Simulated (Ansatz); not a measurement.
`F[CH2][ZnH]` + `N=CO` → `O/C=[N]/[ZnH]` + `CF` at 400 K and 1 bar (ligand exchange at a Zn–C bond).

Program: Ansatz. Geometries: PBE0-D4/def2-TZVP. ΔE: electronic, gas phase. CBS: MP2 limit from def2 TZ/QZ plus the TZ coupled-cluster correction, frozen cores. This one scheme is used for every species. For Zn outer-core shells are correlated without core-valence functions, which leaves a few kJ/mol of doubt a bond. Scalar relativity is left out up to krypton. One conformer a species, not always the lowest.

```csv
species,CCSD(T)/CBS energy (Eh),H − E (kJ/mol),S (J/(mol·K))
`F[CH2][ZnH]`,-1917.98456,112.6,308.0
`N=CO`,-169.71775,138.6,266.1
`O/C=[N]/[ZnH]`,-1948.09320,135.1,332.5
`CF`,-139.63461,117.5,234.3
```

H − E and S are ideal-gas, rigid-rotor, harmonic terms from PBE0-D4/def2-TZVP, for one conformer and one mirror image of each species. 1 Eh = 2625.50 kJ/mol, R = 8.31446 J/(mol·K).

**Question.** By hand: ΔE, ΔH, ΔS and ΔG.

**Answer.** ΔE = (-1948.09320) + (-139.63461) − (-1917.98456) − (-169.71775) = -0.02550 Eh = -67.0 kJ/mol. Δ(H − E) = 135.1 + 117.5 − 112.6 − 138.6 = 1.4, so ΔH = -65.6 kJ/mol. ΔS = 332.5 + 234.3 − 308.0 − 266.1 = -7.3 J/(mol·K). ΔG = -65.6 − 400 × (-7.3)/1000 = -62.7 kJ/mol.

**Question.** By hand: the equilibrium constant, and the temperature at which ΔG would vanish if ΔH and ΔS stayed fixed.

**Answer.** log₁₀ K = −ΔG/(RT ln 10) = 8.2. ΔG = 0 at ΔH/ΔS = 8986 K, far beyond where these terms or the molecules hold.

The number of gas molecules stays the same, so ΔS is small and ΔH decides. A doubt of 5 kJ/mol in ΔE shifts log₁₀ K by 0.7 here. Other conformers and mirror images would add mixing entropy, several J/(mol·K) or more a flexible species. These are equilibria of isolated gas molecules and say nothing of rates. Largest T1 diagnostic: 0.017 (customary marks: 0.02 for closed shells, 0.045 for open ones).
